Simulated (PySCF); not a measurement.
A thermochemical cycle for LiSn

MP2 in PySCF with def2-SVPD on every atom (core potentials on Sn), for the lowest determinant that a PBE0 search found; no spin–orbit coupling. LiSn, a quartet (σ ↑, π ↑↑), has De = 1.45 eV to neutral atoms, and LiSn⁺, a triplet (σ ↑, π ↑), has De = 0.74 eV to Li⁺ + Sn.

The adiabatic ionisation energy of LiSn, between the minima, is 5.96 eV.

Q: Which ionisation energy of the Li atom does this level give?

A: IE(Li) = IE(molecule) + De(ion) − De(neutral) = 5.96 + 0.74 − 1.45 = 5.25 eV; the measured value is 5.392 eV (NIST ASD).

Correlated steps freeze 4 core orbitals. Correlated levels converge slowly with the basis: in double zeta they bind strong bonds too weakly, by up to about 1 eV, and carry superposition errors of some tenths. These are scalar-relativistic numbers at best; spin–orbit coupling would shift them, the dissociation energy most. For an ion De counts to the pair picked by the measured ionisation energies or electron affinities, which need not be the lowest pair at this level. States were picked by a PBE0 search and need not be the measured ground states.
